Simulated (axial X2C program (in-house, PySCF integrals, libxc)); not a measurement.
# Curves of TiH from open-shell CI on d2 s1 p(π)0

Calculated with an axial X2C code built on PySCF integrals: two-component X2C with atomic mean-field Coulomb and Gaunt terms, basis Ti dyall-v3z, H dyall-v3z (cores contracted in-house). Orbitals come from Hartree–Fock averaged over the configuration Ti d2 s1 p(π)0; CI then distributes these electrons over the d, s, p(π) shells of Ti. The speed of light was multiplied by 100, so these are model numbers.

Scan along the bond; masses Ti 47.948 u, H 1.008 u. Energies in cm⁻¹ from the lowest point; levels are followed by energy order within each Ω. Lowest level at 1.884 Å: 99% d2 s1.

```csv
R (Å),(1)Ω=3/2,(1)Ω=5/2,(1)Ω=7/2,(1)Ω=9/2,(1)Ω=1/2,(2)Ω=3/2,(2)Ω=1/2
1.752,429,429,429,429,1423,1423,2297
1.818,49,49,49,49,1041,1041,1827
1.884,0,0,0,0,986,986,1691
1.959,261,261,261,261,1238,1238,1862
2.035,797,797,797,797,1761,1761,2310
2.119,1629,1629,1629,1629,2576,2576,3053
2.223,2911,2911,2911,2911,3832,3832,4231
```

(1) Fit the curves (1)Ω=3/2, (1)Ω=5/2, (1)Ω=7/2, (1)Ω=9/2, (1)Ω=1/2, (2)Ω=3/2, (2)Ω=1/2 near their minima.

The 7 lowest curves are shown; the next is (3)Ω=1/2, from 1691 cm⁻¹.

There is no dynamic correlation: spin–orbit spacings and, for f shells, spacings inside one term are the most reliable numbers, splittings between terms come out too wide, and energies between configurations are not reliable, so the lowest level need not be the ground state of the molecule. For d shells the ligand-field splittings (σ, π, δ) and their order can be off by a thousand cm⁻¹ or more. At most 4 roots were kept for each Ω > 0 (twice that for Ω = 0) within 3.2 eV of the lowest, so higher up levels can be missing between those listed; levels with Ω > 0 are doubly degenerate and listed once, Ω = 0 levels singly. States that fill the shells left empty in the average are placed too high.

## Answers

(1) From the open-shell CI curves, Te from the lowest:

```json
{"level": "(1)Ω=3/2", "Te (cm⁻¹)": "0", "Re (Å)": "1.862", "ωe (cm⁻¹)": "1491.4"}
{"level": "(1)Ω=5/2", "Te (cm⁻¹)": "0", "Re (Å)": "1.862", "ωe (cm⁻¹)": "1491.4"}
{"level": "(1)Ω=7/2", "Te (cm⁻¹)": "0", "Re (Å)": "1.862", "ωe (cm⁻¹)": "1491.4"}
{"level": "(1)Ω=9/2", "Te (cm⁻¹)": "0", "Re (Å)": "1.862", "ωe (cm⁻¹)": "1491.4"}
{"level": "(1)Ω=1/2", "Te (cm⁻¹)": "988", "Re (Å)": "1.863", "ωe (cm⁻¹)": "1480.3"}
{"level": "(2)Ω=3/2", "Te (cm⁻¹)": "988", "Re (Å)": "1.863", "ωe (cm⁻¹)": "1480.3"}
{"level": "(2)Ω=1/2", "Te (cm⁻¹)": "1707", "Re (Å)": "1.882", "ωe (cm⁻¹)": "1455.9"}
```

Without dynamic correlation distances can be off by several hundredths of an Å (long for ionic bonds, short for multiple bonds) and the wavenumbers are rough.
